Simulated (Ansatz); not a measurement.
All values below come from frozen-core CCSD(T)/cc-pVTZ // B3LYP-D3(BJ)/def2-TZVP (Ansatz, a first-principles code). The restricted HF reference is unstable towards unrestricted orbitals.

Ansatz 0.2 input:
```yaml
crystal:
  periodic: [false, false, false]
  atoms:
    - { symbol: Si, position_ang: [2.032844, 0.647493, -0.001489] }
    - { symbol: C, position_ang: [0.55444, -0.1322, 0.489892] }
    - { symbol: N, position_ang: [-0.622103, 0.058182, -0.148194] }
    - { symbol: Si, position_ang: [-2.144477, -0.436135, -0.04022] }
    - { symbol: H, position_ang: [3.283423, 0.395593, 0.735775] }
    - { symbol: H, position_ang: [2.100397, 1.565742, -1.149663] }
    - { symbol: H, position_ang: [0.606977, -0.801835, 1.355749] }
    - { symbol: H, position_ang: [-2.705659, -1.378633, 0.958495] }
    - { symbol: H, position_ang: [-3.105837, 0.081795, -1.020498] }
basis:
  gaussian: { orbitals: cc-pVTZ }
correlation:
  method: ccsd_t
```

Output:

```
Functional definition: HF
1143 factors; integrals over basis functions are off by at most 9.0e-4 eV
mean field evaluation 1: about -18308.6335 eV, gradient 4.3e1 eV
mean field evaluation 2: about -18308.9184 eV, gradient 4.3e1 eV
mean field evaluation 4: about -18313.9632 eV, gradient 4.5e0 eV
mean field evaluation 8: about -18314.0748 eV, gradient 4.8e-1 eV
mean field evaluation 16: about -18314.0766 eV, gradient 1.4e-6 eV
mean field evaluation 32: about -18304.0173 eV, gradient 4.8e0 eV
mean field -18314.07662246 eV, -673.0299021486 hartree, gradient 1.4e-6 eV, S^2 0.000000; 0 other end points of the search recorded, 0 dependent functions left out; unrestricted orbitals would lower it
12 core orbitals not correlated
reference -18314.07662246 eV, -673.0299021486 hartree; 11, 11 occupied and 175, 175 virtual orbitals, 1143 factors
second order -16.67665637 eV of doubles, -0.00000000 eV of singles
cycle   1  -16.87998478 eV  change   -2.0e-1 eV  update   1.2e-1
cycle   2  -17.45627261 eV  change   -5.8e-1 eV  update   4.4e-2
cycle   3  -17.62423321 eV  change   -1.7e-1 eV  update   2.4e-2
cycle   4  -17.61473722 eV  change    9.5e-3 eV  update   7.0e-3
cycle   5  -17.61340113 eV  change    1.3e-3 eV  update   4.3e-3
cycle   6  -17.61494572 eV  change   -1.5e-3 eV  update   1.4e-3
cycle   7  -17.61464488 eV  change    3.0e-4 eV  update   8.6e-4
cycle   8  -17.61463842 eV  change    6.5e-6 eV  update   3.6e-4
cycle   9  -17.61470929 eV  change   -7.1e-5 eV  update   1.4e-4
cycle  10  -17.61465686 eV  change    5.2e-5 eV  update   4.3e-5
cycle  11  -17.61464069 eV  change    1.6e-5 eV  update   1.4e-5
perturbative correction -0.93044262 eV, -0.0341931356 hartree
Total energy: -18332.62170577 eV, -673.7114213899 hartree
```

Cost: roughly 80 core-seconds.
